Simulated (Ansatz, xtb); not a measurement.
# Relative energy of two isomers of C3H3ClF2O

We compare X, `O=C(Cl)[C@H](F)CF`, a singlet, with Y, `O=CCC(F)(F)Cl`, a singlet. Both are isolated molecules in the gas phase, relaxed with B3LYP/def2-SVP; each stands in its lowest conformer found.

Quicker runs give these differences E(Y) − E(X): GFN2-xTB +4.99 kcal/mol; HF/STO-3G −6.78 kcal/mol (at GFN2-xTB geometries); r2SCAN-D4/def2-SVP −3.02 kcal/mol (at GFN2-xTB geometries).

Q: Estimate E(Y) − E(X) at the level CCSD(T)/def2-SVP + ΔMP2/def2-TZVPP.

A: Calculated at CCSD(T)/def2-SVP + ΔMP2/def2-TZVPP: E(Y) − E(X) = −1.82 kcal/mol, so structure Y lies lower.

The same difference at several levels:

```
                             level        geometry  E(Y) − E(X) (kcal/mol)  departure from the last row (kcal/mol)  job, with rough time for the two
                          GFN2-xTB        GFN2-xTB                     +4.99                                   +6.81              optimisation, 0.31 s
                         HF/STO-3G        GFN2-xTB                     −6.78                                   −4.96               single point, 0.9 s
                r2SCAN-D4/def2-SVP        GFN2-xTB                     −3.02                                   −1.21               single point, 4.3 s
                    B3LYP/def2-SVP  B3LYP/def2-SVP                     −1.89                                   −0.08                optimisation, 74 s
                       HF/def2-SVP  B3LYP/def2-SVP                     −3.48                                   −1.67           part of the CCSD(T) run
                      MP2/def2-SVP  B3LYP/def2-SVP                     −3.74                                   −1.93           part of the CCSD(T) run
                  CCSD(T)/def2-SVP  B3LYP/def2-SVP                     −3.80                                   −1.98                      single point
CCSD(T)/def2-SVP + ΔMP2/def2-TZVPP  B3LYP/def2-SVP                     −1.82                                                        single point, 67 s
```

As drawn, both hold the same kinds of bond in the same numbers.

GFN2-xTB puts the two in the other order. The largest departure from CCSD(T)/def2-SVP + ΔMP2/def2-TZVPP is that of GFN2-xTB, 6.81 kcal/mol. The last row adds to CCSD(T) the change of the MP2 difference between the two basis sets, here +1.98 kcal/mol.

With thermal terms from frequencies at re-optimised GFN2-xTB minima (ideal gas, soft modes damped towards free rotors, one conformer each, 298.15 K, 1 atm): the zero-point term adds −0.90 kcal/mol; ΔH is −2.64 and ΔG −2.74 kcal/mol.

The correlated steps freeze 11 core orbitals. Mirror images aren't counted in ΔG. Run with Ansatz 0.2.0, xtb 6.7.1; the last row on 2 threads of Intel(R) Xeon(R) Processor @ 2.70GHz on a shared host.
